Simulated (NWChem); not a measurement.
## Atomisation of H₂Sb

```xyz
3

Sb     0.0000     0.0000    -0.0466
H     -1.2237     0.0000     1.1885
H      1.2237     0.0000     1.1885
```
Charge 0, spin multiplicity 2.

Program: NWChem. All single points use one geometry, from UPBE/def2-SVP with def2 effective core potentials on Sb, a minimum by its harmonic frequencies.

Basis set: def2-TZVP. The atomisation energy is electronic alone: no zero-point, thermal, spin-orbit or counterpoise terms. No value is extrapolated to the basis-set limit. Free atoms are single determinants with multiplicities Sb 4, H 2.

Effective core potentials replace the inner electrons of Sb; spin-orbit coupling is left out. B3LYP has NWChem's definition, with VWN1-RPA local correlation. The structure started from a generated list of species. The unpaired electrons of the parent sit in orbitals of symmetry b2 (C2v labels of the run); other states weren't searched. No SCF solution was tested for a lower state.

### Question
Order these methods by the atomisation energy they give, lowest first: LDA (SVWN5), BP86, B3LYP, PBE.

### Answer
PBE (125.6 kcal/mol), B3LYP (129.6 kcal/mol), BP86 (132.9 kcal/mol), LDA (SVWN5) (146.4 kcal/mol)
